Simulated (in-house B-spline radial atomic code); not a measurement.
A fraction x of an electron is moved 3d → 4p in the germanium ion Ge²⁺, starting from [Ar] 3d10 4s2 and keeping the highest spin. Level of theory: non-relativistic BLYP, spin-polarised, spherical fractional occupations, point nucleus; calculated with a radial B-spline atomic code at the basis-set limit.

| x | E(x) - E(0) (eV) | 3d down level (eV) | 4p up level (eV) |
| --- | --- | --- | --- |
| 0 | 0.0000 | -49.880 | - |
| 0.125 | 3.8043 | -51.129 | -20.258 |
| 0.25 | ? | ? | ? |
| 0.375 | 11.7427 | -53.643 | -20.999 |
| 0.5 | 15.8795 | -54.907 | -21.361 |
| 0.625 | 20.1297 | -56.176 | -21.717 |
| 0.75 | 24.4947 | -57.450 | -22.069 |
| 0.875 | ? | ? | ? |
| 1 | 33.5734 | -60.013 | -22.759 |

Task: What belongs in the row x = 0.25?

Result: An energy change of 7.7181 eV; 3d down at -52.383 eV, 4p up at -20.632 eV.

Task: What belongs in the row x = 0.875?

Result: An energy change of 28.9755 eV; 3d down at -58.729 eV, 4p up at -22.416 eV.

Task: Check Janak's theorem between x = 0.375 and 0.5.

Result: The slope of the energy is 33.09 eV; the orbital levels give 33.09 eV (ε of the receiving orbital less ε of the emptying one, averaged over the two points).
